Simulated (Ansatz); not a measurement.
```xyz
5

C     0.0098   -0.4075   -0.0961
O     0.0041   -0.3711    1.0977
O    -0.0024    0.6541   -0.9103
H    -0.0078   -1.3363   -0.6938
H    -0.0063    1.4500   -0.3355
```

Basis set: STO-3G (spherical functions). Left uncorrelated: 3 orbitals. Charge 0, multiplicity 1.

Computed with Ansatz (development build ahead of 0.2.0); each method stands on the lowest determinant of its kind that the runs found. Restricted open shells among the atoms or ions are ROHF, correlated in semicanonical orbitals with singles.

The atomization energy at this shape (free ground-state atoms in the same class of orbitals less the molecule, no zero-point energy) of singlet CH2O2:

```json
{"method": "RHF", "atomization energy": "12.91 eV"}
```

What does RHF-MP2 give?

16.81 eV.

This basis has no polarisation functions and is too small for such energies, which can lie far from measured ones in either direction.
